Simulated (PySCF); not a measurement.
## Removing the step error of a finite difference

System: H$_{3}$InS$_{2}$, singlet, at a GFN2-xTB geometry (such geometries of metal compounds can be far from the true shape) (core potentials on In). Level: PBE/def2-SVP, polarisability in PySCF. Sums are taken with unrounded values, so a last digit can differ.

Second differences of the energy in a field along z gave a polarisability along z of 72.665 bohr³ at step 0.005 and 72.903 bohr³ at step 0.02 (atomic units).

Q: Extrapolate to zero step.

A: The leading error of a symmetric difference goes as h², so A(h) = A0 + c h². Then c = (72.903 - (72.665))/(0.02² - 0.005²) = 635 (atomic units) and A0 = 72.665 - c × 0.005² = 72.649 bohr³. The analytic value from the same program and level is 72.650 bohr³: the smaller step missed it by 0.016, the extrapolation by 0.000.
